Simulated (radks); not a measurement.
The numbers below are computed, except where a source is named.
Problem. Species: Nb III. Configuration: [Kr] 4d2 5d1 (not the ground configuration). Level of theory: scalar-relativistic Kohn-Sham, PBE, spin-polarised, spherical densities, point nucleus; open shells are filled with parallel spins first (spin-orbit coupling, left out, can overturn this in heavy ions) (a radial shooting solver on a logarithmic mesh with Libxc functionals). Some entries of the table are withheld. Estimate them.

orbital  occ.  eigenvalue (Ry)  <r^2> (bohr^2)  r(max) (bohr)
1s down     1        -1384.237        0.001757        0.02349
1s up       1        -1384.236        0.001757        0.02349
2s up       1        -195.2179         0.02944         0.1332
2s down     1        -195.2000         0.02944         0.1332
2p up       3        -174.5047         0.02318         0.1064
2p down     3        -174.4915         0.02318         0.1064
3s up       1        -34.10170          0.2251         0.3955
3s down     1        -34.09234          0.2251         0.3956
3p up       3        -27.33212          0.2314         0.3893
3p down     3        -27.32160          0.2313         0.3893
3d up       5        -16.27147          0.2260         0.3345
3d down     5        -16.25484          0.2258         0.3346
4s up       1              (1)           1.496          1.031
4s down     1              (2)           1.483          1.027
4p up       3         -4.34671             (3)          1.119
4p down     3         -4.22719             (4)          1.114
4d up       2         -1.86118           3.511          1.404
4d down     0         -1.72952           3.535          1.395
5d up       1         -0.66248           27.19          4.610

Solution. 
(1) 4s up eigenvalue (Ry): -6.12523
(2) 4s down eigenvalue (Ry): -6.01859
(3) 4p up <r^2> (bohr^2): 1.861
(4) 4p down <r^2> (bohr^2): 1.846
